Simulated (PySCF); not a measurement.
# HoF3(H2O) at several levels of theory

Computed with PySCF 2.14.0 (density fitting, no spin-orbit coupling) at the geometry relaxed with PBE0:

```xyz
7
HoF3(H2O) (singlet in the valence; each metal's 4f electrons, 10 of them, lie in its core potential, out of spins and levels)
Ho    0.0791   -0.0823    0.0823
F     1.0643    1.3473    1.1086
F    -1.2942   -1.1228    1.1228
F     1.0643   -1.1086   -1.3473
O    -1.2819    1.3053   -1.3053
H    -1.6187    2.1826   -1.0841
H    -1.6187    1.0841   -2.1826
```

```tsv
level	basis	state	HOMO (eV)	gap (eV)	charge on Ho1 (e)	population of f-type functions on Ho1 (polarisation alone where 4f lies in the core)	dipole about the centre of mass (D)	largest force component (eV/Å)
PBE0	Ho lcecp-1-SVP with ECP56, F def2-SVP, O def2-SVP, H def2-SVP	singlet	-9.52	8.40	1.19	0.09	6.71	0.02
PBE	the same	singlet	-7.54	5.61	0.94	0.08	6.54	0.46
PBE0	Ho lcecp-1-TZVP with ECP56, F def2-TZVP, O def2-TZVP, H def2-TZVP	singlet	-9.72	8.31	1.63	0.10	6.73	0.22
```

In the lcecp rows the 4f levels are missing from HOMO and gap, and the state counts the valence alone.

Charges are Mulliken's, which hang on the basis. The relaxation used the grid (50, 194), these runs (75, 302) or, all-electron (x2c bases, spin-free X2C Hamiltonian), (99, 590).

Question: What does BLYP with Ho lcecp-1-SVP with ECP56, F def2-SVP, O def2-SVP, H def2-SVP give here?

Answer: state singlet, HOMO (eV) -7.44, gap (eV) 5.43, charge on Ho1 (e) 0.92, population of f-type functions on Ho1 (polarisation alone where 4f lies in the core) 0.08, dipole about the centre of mass (D) 6.54, largest force component (eV/Å) 0.56. Time: 5.6 s on 2 threads of Arm Neoverse V1 (shared host), from an already converged density.

In the first row's basis the gap widens with exact exchange: 5.4 to 5.6 eV for BLYP, PBE (none); 8.4 eV for PBE0 (a fixed share).

An lcecp potential fixes the number of 4f electrons, so in runs with it no electron can move into or out of that shell.
